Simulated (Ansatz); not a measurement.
`F[SiH2]C[SiH2]Cl` + `[OH][GeH3]` → `F[SiH2][O][GeH3]` + `C[SiH2]Cl` at 700 K and 1 bar (ligand exchange at the Si–C bond).

Calculated with Ansatz (gas phase, PBE0-D4/def2-TZVP geometries, no zero-point term in ΔE). CBS: MP2 limit from def2 TZ/QZ plus the TZ coupled-cluster correction, frozen cores. For Ge outer-core shells are correlated without core-valence functions, which leaves a few kJ/mol of doubt a bond. Scalar relativity is left out up to krypton. Each species was taken in one conformer, which may not be the lowest.

| species | CCSD(T)/CBS energy (Eh) | H − E (kJ/mol) | S (J/(mol·K)) |
| --- | --- | --- | --- |
| `F[SiH2]C[SiH2]Cl` | -1179.52116 | 260.3 | 511.7 |
| `[OH][GeH3]` | -2153.69723 | 141.7 | 338.7 |
| `F[SiH2][O][GeH3]` | -2543.28863 | 200.0 | 466.9 |
| `C[SiH2]Cl` | -789.97638 | 201.9 | 383.2 |

H − E and S are ideal-gas, rigid-rotor, harmonic terms from PBE0-D4/def2-TZVP, for one conformer and one mirror image of each species. 1 Eh = 2625.50 kJ/mol, R = 8.31446 J/(mol·K).

Problem. By hand: ΔE, ΔH, ΔS and ΔG.

Solution. ΔE = (-2543.28863) + (-789.97638) − (-1179.52116) − (-2153.69723) = -0.04662 Eh = -122.4 kJ/mol. Δ(H − E) = 200.0 + 201.9 − 260.3 − 141.7 = -0.1, so ΔH = -122.5 kJ/mol. ΔS = 466.9 + 383.2 − 511.7 − 338.7 = -0.3 J/(mol·K). ΔG = -122.5 − 700 × (-0.3)/1000 = -122.3 kJ/mol.

Problem. By hand: the equilibrium constant, and the temperature at which ΔG would vanish if ΔH and ΔS stayed fixed.

Solution. log₁₀ K = −ΔG/(RT ln 10) = 9.1. ΔG = 0 at ΔH/ΔS = 408333 K, far beyond where these terms or the molecules hold.

The number of gas molecules stays the same, so ΔS is small and ΔH decides. A doubt of 5 kJ/mol in ΔE shifts log₁₀ K by 0.4 here. Other conformers and mirror images would add mixing entropy, several J/(mol·K) or more a flexible species. Modes under 60 cm⁻¹, often nearly free rotors, make the harmonic entropy too high. These are equilibria of isolated gas molecules and say nothing of rates. Largest T1 diagnostic: 0.012 (customary marks: 0.02 for closed shells, 0.045 for open ones).
